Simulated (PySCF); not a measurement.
Isomers of C4H10OSSi. Level of theory: TDDFT CAM-B3LYP/def2-SVPD, vertical, gas phase, core orbitals frozen in the response in PySCF 2.14.0, density-fitted response routines. Geometries: GFN2-xTB; one conformer of each isolated species. Triplets are in the Tamm–Dancoff approximation.

A. `C=CCOCS[SiH3]`
B. `C=CCO[SiH2]SC`
C. `C(C)O[Si@@H](C=C)S`
D. `C=C[SiH2]OCSC`

Lowest singlet levels (six at most, fewer where fewer were computed) with oscillator strengths:

1. 6.10 eV (f 0.062); 6.36 eV (f 0.002); 6.76 eV (f 0.018); 6.96 eV (f 0.119); 7.07 eV (f 0.075); 7.25 eV (f 0.050); T1 4.23 eV
2. 5.69 eV (f 0.001); 6.27 eV (f 0.083); 6.50 eV (f 0.004); 6.62 eV (f 0.023); 6.72 eV (f 0.021); 6.92 eV (f 0.035); T1 4.22 eV
3. 5.48 eV (f 0.002); 6.16 eV (f 0.027); 6.75 eV (f 0.015); 7.09 eV (f 0.019); 7.13 eV (f 0.005); 7.20 eV (f 0.016); T1 4.53 eV
4. 5.54 eV (f 0.004); 6.21 eV (f 0.017); 6.51 eV (f 0.005); 7.01 eV (f 0.007); 7.26 eV (f 0.038); 7.31 eV (f 0.236); T1 4.47 eV

**Question.** Match each spectrum to its molecule.

**Answer.** 1 = C, 2 = D, 3 = B, 4 = A.
- A: S1 at 5.54 eV, HOMO→LUMO+1 (56%), HOMO→LUMO (17%); Löwdin shares by element: HOMO sulfur 68%, carbon 11% or more, silicon 9%; LUMO carbon 48% or more, silicon 9%, sulfur 8% (atoms not listed hold the other 36%); HOMO -8.05 and LUMO 0.93 eV.
- B: S1 at 5.48 eV, HOMO→LUMO (67%), HOMO→LUMO+2 (9%); Löwdin shares by element: HOMO sulfur 71%, carbon 11% or more, silicon 9%; LUMO sulfur 23%, silicon 19%, carbon 7% or more, hydrogen 7% or more (atoms not listed hold the other 43%); HOMO -8.03 and LUMO 0.82 eV.
- C: S1 at 6.10 eV, HOMO→LUMO (86%); Löwdin shares by element: HOMO sulfur 72%, carbon 6% or more, hydrogen 6% or more, silicon 6%; LUMO carbon 58% or more, silicon 12%, sulfur 9% (atoms not listed hold the other 21%); HOMO -8.64 and LUMO 0.42 eV.
- D: S1 at 5.69 eV, HOMO→LUMO+1 (72%), HOMO→LUMO+11 (8%); Löwdin shares by element: HOMO sulfur 70%, carbon 17% or more; LUMO carbon 56% or more, silicon 18%, hydrogen 4% or more (atoms not listed hold the other 22%); HOMO -8.04 and LUMO 0.49 eV.
A and B have S1 within 0.06 eV of each other; their strongest listed levels stand at 7.31 eV (f 0.236) and 6.16 eV (f 0.027).
